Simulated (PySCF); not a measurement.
## Computed NMR parameters against published values

Molfile (atoms numbered from 1):
```
C6H12O
     RDKit          3D

 19 19  0  0  0  0  0  0  0  0999 V2000
    2.3677   -1.6928   -0.1817 O   0  0  0  0  0  0  0  0  0  0  0  0
    1.8460   -0.4182   -0.4959 C   0  0  0  0  0  0  0  0  0  0  0  0
    0.6005   -0.0630    0.2884 C   0  0  0  0  0  0  0  0  0  0  0  0
   -0.5639   -1.0348    0.0975 C   0  0  0  0  0  0  0  0  0  0  0  0
   -1.7852   -0.2007    0.4565 C   0  0  0  0  0  0  0  0  0  0  0  0
   -1.4944    1.1416   -0.2113 C   0  0  0  0  0  0  0  0  0  0  0  0
    0.0312    1.3202   -0.0983 C   0  0  0  0  0  0  0  0  0  0  0  0
    2.6000   -1.6988    0.7504 H   0  0  0  0  0  0  0  0  0  0  0  0
    1.6042   -0.4517   -1.5630 H   0  0  0  0  0  0  0  0  0  0  0  0
    2.6091    0.3621   -0.3608 H   0  0  0  0  0  0  0  0  0  0  0  0
    0.8639   -0.0480    1.3551 H   0  0  0  0  0  0  0  0  0  0  0  0
   -0.6155   -1.3383   -0.9551 H   0  0  0  0  0  0  0  0  0  0  0  0
   -0.4602   -1.9453    0.6893 H   0  0  0  0  0  0  0  0  0  0  0  0
   -2.7281   -0.6460    0.1318 H   0  0  0  0  0  0  0  0  0  0  0  0
   -1.8403   -0.0770    1.5438 H   0  0  0  0  0  0  0  0  0  0  0  0
   -2.0493    1.9692    0.2347 H   0  0  0  0  0  0  0  0  0  0  0  0
   -1.7876    1.0933   -1.2639 H   0  0  0  0  0  0  0  0  0  0  0  0
    0.2946    2.0719    0.6483 H   0  0  0  0  0  0  0  0  0  0  0  0
    0.4571    1.6629   -1.0460 H   0  0  0  0  0  0  0  0  0  0  0  0
  1  2  1  0
  2  3  1  0
  3  4  1  0
  4  5  1  0
  5  6  1  0
  6  7  1  0
  7  3  1  0
  1  8  1  0
  2  9  1  0
  2 10  1  0
  3 11  1  0
  4 12  1  0
  4 13  1  0
  5 14  1  0
  5 15  1  0
  6 16  1  0
  6 17  1  0
  7 18  1  0
  7 19  1  0
M  END
```

The experiment to reproduce: δ ¹³C C3 41.2; C4/C7 28.3; C5/C6 24.5 ppm (measured; solution, not stated per compound (mostly CDCl3 or CCl4); Pretsch, Buehlmann, Badertscher, Structure Determination of Organic Compounds, 4th ed. (2009)).

- NMR shieldings at B97-2/pcSseg-2/GIAO
- PBE0-D3(BJ)/def2-TZVP structure
- code: PySCF 2.14
- one averaged value for each set of equivalent atoms, no solvent, non-relativistic Hamiltonian, one conformer

Task: Set the calculated values beside the experiment.

Result: 
Reference values: measured (solution, not stated per compound (mostly CDCl3 or CCl4); Pretsch, Buehlmann, Badertscher, Structure Determination of Organic Compounds, 4th ed. (2009)).
| atoms | quantity | reference | computed | computed, scaled |
| --- | --- | --- | --- | --- |
| C3 | δ ¹³C | 41.2 | 50.0 | 46.1 |
| C4/C7 | δ ¹³C | 28.3 | 33.7 | 30.5 |
| C5/C6 | δ ¹³C | 24.5 | 30.9 | 27.7 |

Computed shifts are σ(ref) − σ with the named reference compound (TMS for H and C) calculated as an isolated molecule at the same level. The measured values may be among those fitted. Expected solution values come from regression of measured δ (H and C: mostly CDCl3, vs TMS) on computed σ: ¹³C: δ = 176.90 − 0.966σ (rms 2.0 ppm, 686 shifts, 2.1 ppm with the 3 outliers that the fit left out). Occasional misses reach two or three times the rms, and more in compound classes unlike the fitted ones.

Task: How far are the unscaled ¹³C shifts from the references?

Result: Mean signed difference +6.87 ppm, mean absolute 6.87 ppm over 3 comparisons; the largest is +8.8 ppm at C3 (sp3 CH in a ring).

The carbons averaged at δ 33.7 differ by 9 ppm in this conformer.
